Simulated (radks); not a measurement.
Task: Species: the chromium ion Cr2+. Configuration: [Ar] 3d2.5 4s1 4p0.5 (fractional occupations, a model configuration). Method: scalar-relativistic Kohn-Sham, BLYP, spin-polarised, spherical densities, finite nucleus; open shells are filled with parallel spins first; Fermi nuclear charge, rms radius 3.6452 fm; computed with a radial shooting solver on a logarithmic mesh with Libxc functionals. Some entries of the table are withheld. Estimate them.

orbital,occ.,eigenvalue (eV),r(max) (bohr)
1s up,1,-5915.520,0.04161
1s down,1,-5915.434,0.04161
2s up,1,-701.8653,0.2436
2s down,1,-700.6420,0.2435
2p up,3,-595.3536,0.1977
2p down,3,-594.3846,0.1976
3s up,1,-106.8652,0.7699
3s down,1,-103.7419,0.7709
3p up,3,(1),0.7862
3p down,3,(2),0.7879
3d up,2.5,-33.1573,(3)
3d down,0,-30.2599,(4)
4s up,1,-22.9044,2.213
4p up,0.5,-16.8837,2.528

Result: 
(1) 3p up eigenvalue (eV): -77.8455
(2) 3p down eigenvalue (eV): -74.8007
(3) 3d up r(max) (bohr): 0.7786
(4) 3d down r(max) (bohr): 0.7848
